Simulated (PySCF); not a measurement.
Static response to an electric field

Species: C4H10GaN.
SMILES with atom numbers: `[CH2:1]=[C:2]([CH3:3])[GaH:4][NH:5][CH3:6]` (hydrogens: H7, H8 on C1; H9, H10, H11 on C3; H12 on Ga4; H13 on N5; H14, H15, H16 on C6)

Cartesian coordinates in Å at the PBE0-D3(BJ)/def2-SVP level; atoms count from 1:
```
atom  x, y, z in Å
C1    -2.359   -1.231    0.485
C2    -1.294   -0.431    0.311
C3    -1.460    1.034    0.024
Ga4    0.448   -1.317    0.461
N5     2.022   -0.425    0.255
C6     2.282    0.962   -0.028
H7    -2.257   -2.301    0.696
H8    -3.387   -0.848    0.424
H9    -2.523    1.326   -0.023
H10   -0.991    1.312   -0.934
H11   -0.974    1.652    0.797
H12    0.572   -2.848    0.768
H13    2.873   -0.969    0.352
H14    2.869    1.460    0.767
H15    1.339    1.520   -0.120
H16    2.833    1.111   -0.977
```

Level: wB97X-D/def2-SVPD (PySCF), static field, nuclei fixed, core orbitals frozen in the response. The polarisability tensor in these axes (au):

```
x   107.01   9.52  -2.57
y     9.52  93.58  -5.98
z    -2.57  -5.98  65.68
```

Question: Give the principal values, the mean and the anisotropy Δα = √{½[(α1 − α2)² + (α2 − α3)² + (α1 − α3)²]}.

Answer: Principal values 64.45, 89.33 and 112.50 au; mean 88.76 au = 13.15 Å³ = 14.63 × 10⁻⁴⁰ C²·m²/J; Δα = 41.62 au (47 % of the mean).

Question: What is the dipole moment, and where does it point?

Answer: (0.32, 0.89, -0.18) D, 0.96 D in size, pointing from the negative to the positive side. Measured along this direction, the outermost atoms are H7 at the negative end and H14 and H16 at the positive end.

Question: Directions of the eigenvectors, and the extent of the frame along each?

Answer: Largest value along (0.87, 0.47, -0.11), where the nuclei span 6.52 Å; middle along (-0.49, 0.86, -0.16), 5.22 Å; least along (0.02, 0.20, 0.98), 1.79 Å. The response follows the extents in order.

Question: Find the Langevin capture rate constant for NH4+ (18.034 u) meeting this molecule (141.007 u), k = 2.342 × 10⁻⁹ cm³/s × √(α in Å³ / reduced mass in u).

Answer: The reduced mass is 15.99 u, so k = 2.12 × 10⁻⁹ cm³/s. The formula leaves out the permanent dipole, which adds to the capture rate.

Question: What would n − 1 = 2πNα be for an ideal gas of these molecules at 400 K and 1 atm, electronic part alone?

Answer: N = p/kT = 1.8347 × 10¹⁹ cm⁻³, so n − 1 = 2π × N × 13.15 × 10⁻²⁴ cm³ = 1516 × 10⁻⁶ at long wavelengths.

Question: Rayleigh depolarisation ratio (linearly polarised light, static tensor)?

Answer: ρ = 3Δα²/(45ᾱ² + 4Δα²) = 5197.5/(354515 + 6929.9) = 0.0144.

Geometry: PBE0-D3(BJ)/def2-SVP, one conformer, isolated molecule. The calculation is non-relativistic, for gallium too.
